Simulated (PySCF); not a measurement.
# CaO₂: calculation against measurement

Isolated CaO₂, optimised in PySCF with density fitting and no spin–orbit coupling; def2 sets carry scalar-relativistic core potentials from Rb on. It is a singlet of C2v symmetry: PBE0/def2-TZVP Ca–O 1.965 Å (×2), O–O 1.485 Å, Ca–O–O 67.8° (×2), O–Ca–O 44.4°.

Measured fundamentals (Jacox, Vibrational and Electronic Energy Levels of Polyatomic Transient Molecules, as compiled in the NIST Chemistry WebBook) beside computed harmonic wavenumbers, in cm⁻¹:

```csv
mode as compiled,computed symmetry,measured,medium,PBE0/def2-TZVP
a1 o-o stretch,a1,736.2,argon matrix,869
a1 ocao s-stretch,a1,555.7,nitrogen matrix,649
b2 ocao a-stretch,b2,505.5,nitrogen matrix,530
```

Question: How close does the calculation come?

Answer: Mean absolute differences: PBE0/def2-TZVP 13.2 %. The mean ratio of measured to computed values at PBE0/def2-TZVP is 0.886. Harmonic values should lie a little above fundamentals; matrices shift bands further, usually down by up to a few per cent. Differences this large suggest that the computed state or structure is not the one observed, or that an assignment is in doubt.
